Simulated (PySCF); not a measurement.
In(H)(Me)(Et) (C3H9In), SMILES C[CH2][InH][CH3]. Coordinates come from a PBE-D3(BJ)/def2-SVP optimisation. The structure was generated by enumeration; whether it is a known compound was not checked. The def2 effective core potentials stand for the cores of In; spin–orbit coupling is left out. One conformer was computed; it need not be the lowest.

Computed equilibrium geometry at PBE-D3(BJ)/def2-SVP (PySCF confirms it by a frequency run) as a Z-matrix (one conformer of several):
```
In
H 1 1.7640
C 1 2.1906 2 119.02
H 3 1.1067 1 111.87 2 179.17
H 3 1.1089 4 109.10 1 121.45
H 3 1.1090 4 109.04 5 117.25
C 1 2.2038 2 119.29 3 -179.95
H 7 1.1121 1 106.11 2 -124.23
H 7 1.1121 8 105.27 1 112.20
C 7 1.5299 8 111.51 9 121.06
H 10 1.1099 7 112.06 8 -178.85
H 10 1.1099 11 106.50 7 122.86
H 10 1.1128 11 106.84 12 113.91
```
Charge 0, spin multiplicity 1.
